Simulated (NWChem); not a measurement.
Molecule: C$_{2}$H$_{3}$BBrCl; SMILES C=CB(Cl)Br

```xyz
8

B     -0.1529     0.6066     0.0000
Cl     1.0363     1.9081     0.0000
Br     0.4893    -1.2124     0.0000
C     -1.6642     0.9401     0.0000
C     -2.6514     0.0144     0.0000
H     -1.9477     2.0081     0.0000
H     -3.7185     0.2936     0.0000
H     -2.4181    -1.0643     0.0000
```
Atoms are numbered in this order, from 1.

All runs: NWChem. Pople sets run with spherical d functions. Structure relaxed at the PBE-D3(BJ)/def2-SVP level. Level MN15/6-31G*: energy and gradient on several grids; changes count from the extra-fine grid, which is no exact limit either.

| grid | size of the energy change (μHa) | largest change of a gradient component (μHa/bohr) |
|---|---|---|
| xcoarse | 20000 | 2000 |
| coarse | 500 | 200 |
| medium | < 10 | 70 |
| fine | < 10 | < 30 |
| xfine | < 10 | < 30 |
